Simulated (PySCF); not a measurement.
Mo(OH)3 (H3MoO3), SMILES [OH][Mo]([OH])[OH] (connectivity only; charge and spin as stated), neutral, multiplicity 4. The structure is a stationary point at PBE-D3(BJ)/def2-SVP. The multiplicity is an assumed one; other spin states were not compared. The def2 effective core potentials stand for the cores of Mo; spin–orbit coupling is left out. One conformer was computed; it need not be the lowest.

The numbers are results of PBE-D3(BJ)/def2-SVP run with PySCF 2.14.0, not measurements.

Harmonic wavenumbers (cm⁻¹): 144, 163, 167, 357, 378, 415, 649, 658, 662, 670, 691, 692, 3634, 3640, 3643. Rotational constants (GHz): 5.211, 5.132, 2.640; symmetry number 1.

Work out the zero-point energy and the ideal-gas rigid-rotor harmonic-oscillator thermochemistry at 298.15 K and 1 atm.

ZPE = ½ Σ hcν = ½ × 16565 cm⁻¹ = 23.68 kcal/mol. H − E(el) = 28.32 kcal/mol. Entropy in cal/(mol K): translation 40.87, rotation 25.92, vibration 12.88, spin 2.75, total 82.43. G − E(el) = 3.75 kcal/mol. Cp = 23.47 cal/(mol K). Modes under 150 cm⁻¹ make the vibrational entropy uncertain.
